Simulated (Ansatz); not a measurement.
`[OH][Hf]([Cl])([Cl])[Cl]` + HI → `[Cl][Hf]([Cl])([Cl])[I]` + H₂O at 400 K and 1 bar (ligand exchange at the Hf–O bond).

Program: Ansatz. Geometries: PBE0-D4/def2-TZVP. ΔE: electronic, gas phase. CCSD(T)/CBS adds triple-zeta CCSD(T) − MP2 to the extrapolated MP2 energy (def2 sets, frozen cores). This one scheme is used for every species. def2 core potentials past Kr. For Hf, I outer-core shells are correlated without core-valence functions, which leaves a few kJ/mol of doubt a bond. Each species was taken in one conformer, which may not be the lowest.

```csv
species,CCSD(T)/CBS energy (Eh),H − E (kJ/mol),S (J/(mol·K))
`[OH][Hf]([Cl])([Cl])[Cl]`,-1503.31799,77.8,423.2
HI,-298.03592,25.7,215.0
`[Cl][Hf]([Cl])([Cl])[I]`,-1724.97910,45.1,436.1
H₂O,-76.37941,69.8,198.6
```

H − E and S are ideal-gas, rigid-rotor, harmonic terms from PBE0-D4/def2-TZVP, for one conformer and one mirror image of each species. 1 Eh = 2625.50 kJ/mol, R = 8.31446 J/(mol·K).

**Question.** By hand: ΔE, ΔH, ΔS and ΔG.

**Answer.** ΔE = (-1724.97910) + (-76.37941) − (-1503.31799) − (-298.03592) = -0.00460 Eh = -12.1 kJ/mol. Δ(H − E) = 45.1 + 69.8 − 77.8 − 25.7 = 11.4, so ΔH = -0.7 kJ/mol. ΔS = 436.1 + 198.6 − 423.2 − 215.0 = -3.5 J/(mol·K). ΔG = -0.7 − 400 × (-3.5)/1000 = 0.7 kJ/mol.

**Question.** By hand: the equilibrium constant, and the temperature at which ΔG would vanish if ΔH and ΔS stayed fixed.

**Answer.** log₁₀ K = −ΔG/(RT ln 10) = -0.1. ΔG = 0 at ΔH/ΔS = 200 K, though so small a ΔH makes that figure unsure.

TΔS isn't small against ΔH here. The sign of ΔG lies within the doubt. A doubt of 5 kJ/mol in ΔE shifts log₁₀ K by 0.7 here. Other conformers and mirror images would add mixing entropy, several J/(mol·K) or more a flexible species. These are equilibria of isolated gas molecules and say nothing of rates. Largest T1 diagnostic: 0.014 (customary marks: 0.02 for closed shells, 0.045 for open ones).
